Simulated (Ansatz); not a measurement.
Geometry optimisation, RHF/def2-SVP in Ansatz 0.2.0.

input.yaml

```yaml
crystal:
  periodic: [false, false, false]
  atoms:
    - { symbol: B, position_ang: [-0.5532, 1.3061, -0.1508] }
    - { symbol: O, position_ang: [-1.0093, 0.123, 0.5229] }
    - { symbol: Ge, position_ang: [0.2924, -1.0358, 0.2157] }
    - { symbol: F, position_ang: [0.4524, -1.4537, -1.4774] }
    - { symbol: H, position_ang: [-0.9243, 1.5289, -1.3014] }
    - { symbol: H, position_ang: [0.0117, 2.1948, 0.4146] }
    - { symbol: H, position_ang: [1.71, -0.4194, 0.662] }
    - { symbol: H, position_ang: [0.1126, -2.3011, 1.0587] }
basis:
  gaussian: { orbitals: def2-SVP }
hamiltonian:
  xc: hf
relax:
  f_tol: 0.015
  max_steps: 40
output:
  orbitals: {}
```

Launched with:

```bash
$ ansatz run input.yaml --threads 1 --pin off --max-ram 2048MiB --backend cpu --events-out ev --progress --plain --runs-dir out
```

Problem. Where does it end, and by what steps?

Solution. It converged. After 34 steps the energy has fallen by 1.052 eV; H5 moved furthest, 1.20 Å. Parted: B1–Ge3.

```tsv
step	energy less start (eV)	largest force component (eV/Å)	accepted
0	0.0000	2.828	yes
2	-0.5808	1.453	yes
4	-0.8439	0.924	yes
6	-0.9153	0.202	yes
8	-0.9129	0.365	no
10	-0.9284	0.179	yes
12	-0.8429	1.073	no
14	-0.9857	0.265	yes
16	-1.0292	0.046	yes
18	-1.0334	0.429	no
20	-1.0353	0.357	no
22	-1.0428	0.030	yes
24	-1.0462	0.075	yes
26	-1.0217	0.816	no
28	-1.0508	0.019	yes
30	-1.0516	0.045	yes
32	-1.0517	0.065	no
34	-1.0519	0.012	yes
```

```xyz
8
Properties=species:S:1:pos:R:3
B -0.673 1.418 -0.291
O -0.777 0.109 0.002
Ge 0.434 -1.129 0.308
F 1.073 -1.546 -1.233
H -1.675 2.041 -0.519
H 0.407 1.958 -0.312
H 1.582 -0.562 1.128
H -0.278 -2.346 0.862
```

Whether the end is a true minimum wasn't checked by a vibrational analysis.

The run took 74 s on 1 thread of Arm Neoverse V2, with other jobs on the host, peak memory 0.18 GiB.
